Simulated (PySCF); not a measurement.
CH₆O₂Si₂, SMILES O=C[SiH2]O[SiH3].

Geometry: B3LYP-D3(BJ)/def2-SVP. One conformer was computed; it need not be the lowest.

Two levels are set side by side: PBE/def2-TZVP (PySCF) and r2SCAN/def2-TZVP (PySCF). Same geometry, gas phase. Differences are taken from unrounded values.

```csv
quantity,PBE
orbital gap (eV),2.77
highest occupied level (eV),-5.68
lowest empty level (eV),-2.92
dipole moment (D),2.22
mean polarisability (bohr³),71.8
```

Q: These are the PBE values. What does r2SCAN give? (The exact figures need the calculation; the answer reports its results.)

A: 
```tsv
quantity	r2SCAN	PBE minus r2SCAN
orbital gap (eV)	3.22	-0.45
highest occupied level (eV)	-5.95	0.26
lowest empty level (eV)	-2.73	-0.19
dipole moment (D)	2.33	-0.12
mean polarisability (bohr³)	69.2	2.6
```

Rough cost on one machine, each run with all the roots and properties that it gave: r2SCAN against PBE about 3 times.
